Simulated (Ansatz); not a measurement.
System: CH2I, charge 0, doublet. CH2I (SMILES [CH2]I, doublet).
B3LYP-D3(BJ)/def2-TZVP minimum from Ansatz (an electronic-structure program):
```
C
H 1 1.0769
H 1 1.0769 2 123.40
I 1 2.0455 2 118.30 3 -180.00
```
Charge 0, spin multiplicity 2.

Total energies in def2-TZVPP, 13 correlated electrons, 10 frozen orbitals. UHF or UKS for unpaired electrons; spin-orbit terms are left out. Correlated methods leave the cores frozen (noble-gas shells, and filled d and f shells in the p block). Past Kr the def2 sets carry scalar-relativistic core potentials. Spin-orbit terms, left out, reach several kcal/mol for Br and I, and more for heavier atoms.

```csv
method,program,energy (Eh),minus CCSDT(Q) (mEh)
HF,Ansatz,-335.65606,330.31
MP2,Ansatz,-335.94127,45.10
CCSD,Ansatz,-335.97205,14.31
CCSD(T),Ansatz,-335.98469,1.67
CCSDT(Q),Ansatz,-335.98637,0.00
```

Rough core times of Ansatz's runs on a shared machine: CCSD(T) under 20 s, CCSDT(Q) 30 min.
